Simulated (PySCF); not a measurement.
ReO2, SMILES [O]=[Re]=[O] (connectivity only; charge and spin as stated), neutral, multiplicity 4.

Coordinates come from a B3LYP-D3(BJ)/def2-TZVP optimisation. The spin state was assumed, not searched. The def2 effective core potentials stand for the cores of Re; spin–orbit coupling is left out.

All values below come from TDA-B3LYP/def2-TZVPD in PySCF 2.14.0.

Vertical excitations. Gas-phase values at a fixed geometry.

### Question
Estimate the UV-visible absorptions. (An estimate is asked for; the answer gives what the named calculation found.)

### Answer

```
state    energy (eV)  λ (nm)      f                             main pairs
-------  -----------  ------  -----  -------------------------------------
root 1          2.23     556  0.000                       α HOMO→LUMO 98 %
root 2          2.82     440  0.002                     α HOMO−1→LUMO 85 %
root 3          3.03     409  0.003                       β HOMO→LUMO 94 %
root 4          3.48     356  0.000                     α HOMO−2→LUMO 95 %
root 5          3.50     354  0.001  α HOMO→LUMO+1 85 %, β HOMO→LUMO+2 7 %
root 6          3.58     346  0.000                     β HOMO→LUMO+1 99 %
root 7          3.74     332  0.004                     β HOMO−1→LUMO 97 %
root 8          3.84     323  0.001                     β HOMO−2→LUMO 97 %
root 9          3.95     314  0.000                   α HOMO−1→LUMO+1 95 %
root 10         3.98     312  0.004  α HOMO→LUMO+1 5 %, β HOMO→LUMO+2 87 %
```
Unrestricted roots are not spin-pure.
